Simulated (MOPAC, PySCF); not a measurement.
Cl₃In, SMILES `[Cl][In]([Cl])[Cl]`, neutral singlet in the gas phase. 

Cartesian coordinates (Å):
SMILES: [Cl][In]([Cl])[Cl]
```xyz
4

Cl     2.1931    -0.7432    -0.0036
In     0.0000     0.0000     0.0000
Cl    -1.7402    -1.5276    -0.0120
Cl    -0.4529     2.2708     0.0156
```
Charge 0, spin multiplicity 1.

All levels are single points at this geometry (PBE-D3(BJ)/def2-TZVP); Pople sets use spherical d functions. Orbital energies aren't observables, and empty levels follow the basis.

PM7 in MOPAC gives dipole (D) = 0.00.

Question: Estimate the dipole (D) from each of these levels: PBE-D3(BJ)/def2-TZVP in PySCF; M06-2X/6-31G* (LANL2DZ on In) in PySCF; PBE/6-31G* (LANL2DZ on In) in PySCF; SVWN5/6-31G* (LANL2DZ on In) in PySCF; PM6 in MOPAC.

Answer: 
| level | dipole (D) |
|---|---|
| PBE-D3(BJ)/def2-TZVP in PySCF | 0.00 |
| M06-2X/6-31G* (LANL2DZ on In) in PySCF | 0.00 |
| PBE/6-31G* (LANL2DZ on In) in PySCF | 0.00 |
| SVWN5/6-31G* (LANL2DZ on In) in PySCF | 0.00 |
| PM6 in MOPAC | 0.00 |
